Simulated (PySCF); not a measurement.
Estimate the missing entries of this data sheet.

Compound: C₃H₁₀PSi₂ (doublet state).
Z-matrix (Å and degrees, GFN2-xTB geometry), rows numbered from 1:
```
C 
C   1  1.3589
C   2  1.3941  1  124.35
Si  3  1.8533  2  125.14  1  -179.18
Si  4  2.3390  3  113.13  2   110.94
P   4  2.2684  3  110.38  2  -129.07
H   1  1.0749  2  121.82  3  -179.35
H   1  1.0768  2  121.15  3     0.48
H   2  1.0828  1  118.49  3   179.54
H   3  1.0848  2  116.02  1    -0.69
H   4  1.4744  3  109.07  2   -15.84
H   5  1.4636  4  112.06  3  -155.22
H   5  1.4638  4  110.45  3   -35.70
H   5  1.4652  4  111.99  3    84.08
H   6  1.3824  4   94.98  3   -57.74
H   6  1.3808  4   95.46  3    34.82
```

```tsv
property	level	value
point group of the GFN2-xTB geometry	GFN2-xTB	?
rotational constants A, B, C of the GFN2-xTB geometry	GFN2-xTB	1.983, 1.005, 0.715 GHz
isotropic g value	unrestricted B3LYP/pcH-1, mean-field spin–orbit	?
spin squared ⟨S²⟩	unrestricted B3LYP/pcH-1	?
largest isotropic hyperfine couplings (means over sets of like nuclei)	unrestricted B3LYP/pcH-1, mean-field spin–orbit	?
```

Gas-phase values; electronic properties from PySCF, density fitting. One conformer (not necessarily the lowest) at the GFN2-xTB geometry, without solvent or vibrations. Hyperfine couplings depend on the geometry, which wasn't re-optimised at a DFT level. Couplings of like nuclei are plain means over topologically equivalent atoms, as if these changed places fast (by rotation of a methyl-like group, say); in this geometry the members of some sets differ.

(1) What are the largest isotropic hyperfine couplings (means over sets of like nuclei)?

(2) Give the isotropic g value.

(3) The point group of the GFN2-xTB geometry?

(4) Give the spin squared ⟨S²⟩.

## Answers

(1) 13C +56.5 (C3), 13C +50.1 (C1), 13C -44.6 (C2), 29Si -40.2 (Si5), 1H -38.6 (H7) MHz.

(2) 2.00229.

(3) C1.

(4) 0.774.

At 9.50 GHz, hν = g·μB·B₀ (B₀ the magnetic field) puts the centre of the isotropic spectrum, to first order, at 339.0 mT. With B = h/(8π²I), that is 505.379 GHz u Å² over I, the principal moments of inertia are 254.9, 502.9 and 707.2 u Å² (most abundant isotopes). ⟨S²⟩ is 0.024 above the pure-spin value S(S + 1) = 0.75. g_iso is shifted by about -30 ppm from the free-electron value 2.002319. The rotational constants make it an asymmetric top with κ = (2B − A − C)/(A − C) = -0.54, nearer the prolate limit (−1).

For the EPR job (B3LYP), time: 88 s (grids of density and orbitals included); peak memory 0.97 GiB. Hardware: an Arm Neoverse V2 with one thread, shared host.
